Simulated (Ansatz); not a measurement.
Species: C₄H₁₂GeO₃, SMILES `CCC[CH2][Ge]([OH])([OH])[OH]` (charge 0, multiplicity 1).

All values below come from Ansatz (a first-principles code) with CAM-B3LYP-D3(BJ)/def2-TZVP // B3LYP-D3(BJ)/def2-SVP.

Ansatz 0.2 input:
```yaml
crystal:
  periodic: [false, false, false]
  atoms:
    - { symbol: C, position_ang: [-3.226764, 0.135863, 0.285175] }
    - { symbol: C, position_ang: [-2.025564, -0.565822, -0.346137] }
    - { symbol: C, position_ang: [-0.685502, 0.044147, 0.07216] }
    - { symbol: C, position_ang: [0.522088, -0.655519, -0.561204] }
    - { symbol: Ge, position_ang: [2.198507, 0.140361, -0.006595] }
    - { symbol: O, position_ang: [2.337109, 1.809297, -0.622236] }
    - { symbol: O, position_ang: [2.316755, 0.237585, 1.77212] }
    - { symbol: O, position_ang: [3.617261, -0.775363, -0.580924] }
    - { symbol: H, position_ang: [-4.177085, -0.322692, -0.030563] }
    - { symbol: H, position_ang: [-3.259032, 1.201202, 0.002337] }
    - { symbol: H, position_ang: [-3.181843, 0.08904, 1.385969] }
    - { symbol: H, position_ang: [-2.03408, -1.637216, -0.075754] }
    - { symbol: H, position_ang: [-2.109628, -0.532209, -1.44739] }
    - { symbol: H, position_ang: [-0.670335, 1.114545, -0.199109] }
    - { symbol: H, position_ang: [-0.594146, 0.009218, 1.171983] }
    - { symbol: H, position_ang: [0.55499, -1.723735, -0.29034] }
    - { symbol: H, position_ang: [0.481783, -0.604114, -1.661873] }
    - { symbol: H, position_ang: [2.573639, 2.41892, 0.090339] }
    - { symbol: H, position_ang: [3.125567, -0.187998, 2.087879] }
    - { symbol: H, position_ang: [4.236176, -0.195511, -1.045835] }
basis:
  gaussian: { orbitals: def2-tzvp }
hamiltonian:
  xc: cam_b3lyp
  dispersion: d3bj
output:
  orbitals: { seedname: orb }
  forces: true
magnetization:
  spin_polarized: false
```

Output:

```
Functional definition: CAM-B3LYP
2090 factors; their error is unknown
577 factors; integrals over basis functions are off by at most 1.3e-5 eV
mean field evaluation 1: about -66990.7459 eV, gradient 1.0e2 eV
mean field evaluation 2: about -66983.5147 eV, gradient 1.3e2 eV
mean field evaluation 4: about -67009.0823 eV, gradient 3.5e0 eV
mean field evaluation 8: about -67009.1119 eV, gradient 5.5e-2 eV
mean field evaluation 16: about -67009.2844 eV, gradient 3.7e-4 eV
mean field -67009.28442258 eV, -2462.5457820054 hartree, gradient 2.5e-5 eV, S^2 0.000000; 0 other end points of the search recorded, 0 dependent functions left out
reference -67009.28459952 eV, -2462.5457885079 hartree; 46, 46 occupied and 291, 291 virtual orbitals, 2090 factors
Total energy: -67009.63810584 eV, -2462.5587796255 hartree
Atom 0 at    -3.226764     0.135863     0.285175 Å, force    -0.107715     0.107380     0.092431 eV/Å
Atom 1 at    -2.025564    -0.565822    -0.346137 Å, force     0.036512    -0.187533    -0.153083 eV/Å
Atom 2 at    -0.685502     0.044147     0.072160 Å, force    -0.019828     0.179694     0.150869 eV/Å
Atom 3 at     0.522088    -0.655519    -0.561204 Å, force     0.002678    -0.161753    -0.131016 eV/Å
Atom 4 at     2.198507     0.140361    -0.006595 Å, force     0.017483     0.023257     0.014139 eV/Å
Atom 5 at     2.337109     1.809297    -0.622236 Å, force     0.078441    -0.136243     0.349129 eV/Å
Atom 6 at     2.316755     0.237585     1.772120 Å, force     0.241890    -0.148923    -0.250679 eV/Å
Atom 7 at     3.617261    -0.775363    -0.580924 Å, force    -0.087770     0.374416    -0.025586 eV/Å
Atom 8 at    -4.177085    -0.322692    -0.030563 Å, force     0.330956     0.140864     0.094643 eV/Å
Atom 9 at    -3.259032     1.201202     0.002337 Å, force     0.019773    -0.353431     0.080805 eV/Å
Atom 10 at    -3.181843     0.089040     1.385969 Å, force    -0.004677     0.002816    -0.363347 eV/Å
Atom 11 at    -2.034080    -1.637216    -0.075754 Å, force     0.000180     0.352769    -0.066154 eV/Å
Atom 12 at    -2.109628    -0.532209    -1.447390 Å, force     0.024576     0.010866     0.356905 eV/Å
Atom 13 at    -0.670335     1.114545    -0.199109 Å, force    -0.031928    -0.339972     0.069739 eV/Å
Atom 14 at    -0.594146     0.009218     1.171983 Å, force    -0.049701    -0.004977    -0.345397 eV/Å
Atom 15 at     0.554990    -1.723735    -0.290340 Å, force    -0.020661     0.349184    -0.079628 eV/Å
Atom 16 at     0.481783    -0.604114    -1.661873 Å, force     0.003442    -0.010789     0.358810 eV/Å
Atom 17 at     2.573639     2.418920     0.090339 Å, force    -0.064829    -0.133855    -0.219855 eV/Å
Atom 18 at     3.125567    -0.187998     2.087879 Å, force    -0.223874     0.126384    -0.053938 eV/Å
Atom 19 at     4.236176    -0.195511    -1.045835 Å, force    -0.144949    -0.190156     0.121213 eV/Å
Dipole moment:     0.036826     0.022546     0.032268 e Å
```

Cost: very roughly 50 core-seconds.
